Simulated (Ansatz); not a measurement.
Basis-set extrapolation for BFH4OSSi (`OB(F)[SiH2]S`) (PBE0-D4/def2-TZVP geometry, frozen core, the Gaussian-basis code of Ansatz). Multiplicity 1, RHF reference.

```
                      def2-TZVPP   def2-QZVPP
                 HF  -888.034198  -888.063458
    MP2 correlation    -0.880247    -0.955974
CCSD(T) correlation    -0.956677      not run
```

Energies in hartree. Use E(X) = E(∞) + A·exp(−7.88·√X) for Hartree–Fock and E(X) = E(∞) + B·X^(−2.97) for correlation, with X = 3 and 4, and add CCSD(T) minus MP2 of the smaller set to the MP2 limit.

Problem. What is the CCSD(T) energy at the basis-set limit?

Solution. HF limit: -888.063458 + (-0.029260) × 0.13774 = -888.06749. MP2 limit: -0.955974 + (-0.075727) × 0.74074 = -1.01207. Higher-order term: -0.956677 − (-0.880247) = -0.07643. Total: -889.15599 hartree, 103.6 kcal/mol below CCSD(T)/def2-TZVPP.
